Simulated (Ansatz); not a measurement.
Method: frozen-core CCSD(T)/def2-TZVPP // r2SCAN-D4/def2-SVP in Ansatz (a quantum-chemistry and plane-wave program).

Ansatz 0.2 input:
```yaml
crystal:
  periodic: [false, false, false]
  atoms:
    - { symbol: Zn, position_ang: [0.120564, 0.115294, 0.27608] }
    - { symbol: O, position_ang: [-1.342039, 0.484973, 1.194267] }
    - { symbol: H, position_ang: [-2.122613, -0.019167, 0.932097] }
    - { symbol: S, position_ang: [1.979426, -0.206336, -0.767935] }
    - { symbol: H, position_ang: [2.394119, -1.136155, 0.1241] }
basis:
  gaussian: { orbitals: def2-TZVPP }
correlation:
  method: ccsd_t
```

Output:

```
Functional definition: HF
1046 factors; integrals over basis functions are off by at most 9.1e-4 eV
mean field evaluation 1: about -61261.5572 eV, gradient 4.3e1 eV
mean field evaluation 2: about -61261.8261 eV, gradient 4.3e1 eV
mean field evaluation 4: about -61265.3077 eV, gradient 4.1e0 eV
mean field evaluation 8: about -61265.3610 eV, gradient 6.9e-1 eV
mean field evaluation 16: about -61261.5574 eV, gradient 4.3e1 eV
mean field -61265.36265236 eV, -2251.4605503200 hartree, gradient 1.0e-5 eV, S^2 0.000000; 0 other end points of the search recorded, 0 dependent functions left out
11 core orbitals not correlated
reference -61265.36265236 eV, -2251.4605503200 hartree; 17, 17 occupied and 137, 137 virtual orbitals, 1046 factors
second order -34.28958731 eV of doubles, -0.00000000 eV of singles
cycle   1  -31.08107153 eV  change     3.2e0 eV  update   1.6e-1
cycle   2  -32.31672933 eV  change    -1.2e0 eV  update   7.6e-2
cycle   3  -32.56897022 eV  change   -2.5e-1 eV  update   2.6e-2
cycle   4  -32.51855950 eV  change    5.0e-2 eV  update   1.0e-2
cycle   5  -32.49429508 eV  change    2.4e-2 eV  update   3.9e-3
cycle   6  -32.49934326 eV  change   -5.0e-3 eV  update   1.5e-3
cycle   7  -32.49963676 eV  change   -2.9e-4 eV  update   5.8e-4
cycle   8  -32.49862901 eV  change    1.0e-3 eV  update   2.0e-4
cycle   9  -32.49885209 eV  change   -2.2e-4 eV  update   6.7e-5
cycle  10  -32.49897804 eV  change   -1.3e-4 eV  update   2.8e-5
cycle  11  -32.49890242 eV  change    7.6e-5 eV  update   1.4e-5
cycle  12  -32.49889610 eV  change    6.3e-6 eV  update   6.5e-6
perturbative correction -0.96590042 eV, -0.0354961856 hartree
Total energy: -61298.82744888 eV, -2252.6903589087 hartree
```

Cost: very roughly 50 core-seconds.
